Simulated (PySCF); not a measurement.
ZrFCl + HCl → ZrHF + Cl₂

Level: PBE0 in the def2-TZVP basis family, computed in PySCF with density fitting; scalar-relativistic core potentials for atoms from Rb on, none lighter, no spin–orbit coupling; open shells unrestricted.

```csv
species,state and structure,E (Eh),ZPE (kJ/mol),H(298 K) − H(0) (kJ/mol),S° (J/(mol K))
ZrFCl,"triplet, Cs, Zr–Cl 2.359 Å, Zr–F 1.909 Å; Cl–Zr–F 142.7°",-606.98412,6.7,13.1,306.0
HCl,"singlet, C∞v, H–Cl 1.279 Å",-460.66440,17.9,8.7,186.6
ZrHF,"triplet, Cs, Zr–F 1.890 Å, Zr–H 1.862 Å; F–Zr–H 118.4°",-147.40893,16.1,11.1,268.6
Cl₂,"singlet, D∞h, Cl–Cl 1.982 Å",-920.08940,3.5,9.1,222.5
```

(1) What is the electronic reaction energy?

(2) Add zero-point, thermal and entropy terms for 298.15 K and 1 bar.

Results:

(1) At PBE0/def2-TZVP, ΔE = 394.3 kJ/mol from the differences of the total energies times 2625.5, uphill. 

(2) ΔZPE = -5.0 and Δ[H(298) − H(0)] = -1.6 kJ/mol give ΔH° = 387.7 kJ/mol. ΔS° = -1.5 J/(mol K), so ΔG° = 387.7 − 298.15 × (-0.0015) = 388 kJ/mol.

Open d or f shells are single determinants, so the state found may not be the ground state. Each species is the lowest minimum found with this bonding; other isomers or fragments can lie lower.
